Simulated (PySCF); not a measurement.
## KP⁺: frontier orbitals

r²SCAN at R = 3.589 Å; basis K aug-pcseg-1, P aug-pcseg-1; no relativity; PySCF 2.14. State: ⁴Σ⁻ (quartet), unpaired electrons σ ↑, π ↑↑. Only the outer orbitals are listed, counted within each symmetry.

| spin | orbital | occ. | ε (eV) | on K (%) | main shells (%) |
| --- | --- | --- | --- | --- | --- |
| α | 7σ | 1 | -42.10 | 100 | 100 K s |
| α | 3π | 1 | -25.27 | 100 | 100 K p |
| α | 3π | 1 | -25.27 | 100 | 100 K p |
| α | 8σ | 1 | -25.25 | 99 | 100 K p |
| α | 9σ | 1 | -19.63 | 1 | 99 P s |
| α | 10σ | 1 | -11.01 | 1 | 98 P p |
| α | 4π | 1 | -10.72 | 0 | 100 P p |
| α | 4π | 1 | -10.72 | 0 | 100 P p |
| α | 11σ | 0 | -4.92 | 97 | 97 K s |
| α | 5π | 0 | -3.26 | 85 | 56 K p, 29 K d, 12 P d |
| α | 5π | 0 | -3.26 | 85 | 56 K p, 29 K d, 12 P d |
| β | 7σ | 1 | -42.09 | 100 | 100 K s |
| β | 3π | 1 | -25.26 | 100 | 100 K p |
| β | 3π | 1 | -25.26 | 100 | 100 K p |
| β | 8σ | 1 | -25.24 | 100 | 100 K p |
| β | 9σ | 1 | -15.99 | 1 | 99 P s |
| β | 10σ | 0 | -7.73 | 8 | 91 P p |
| β | 4π | 0 | -7.29 | 2 | 98 P p |
| β | 4π | 0 | -7.29 | 2 | 98 P p |

Question: Which are the highest filled and the lowest empty level, where do they sit, and how wide is the gap?

Answer: Highest filled α 4π at -10.72 eV (in %: 100 P p); lowest empty β 10σ at -7.73 eV (in %: 91 P p); the gap at r²SCAN is 2.99 eV.

- bond order (Mayer): 0.06
- ⟨S²⟩: 3.750
- charge on K (Mulliken, basis-dependent): 0.98
- charge on K (Löwdin, basis-dependent): 0.85
- dipole moment (positive dipole points towards P; it is taken about the centre of mass and depends on that origin): -6.15 D

The state was picked by a PBE0 search and need not be the measured ground state.
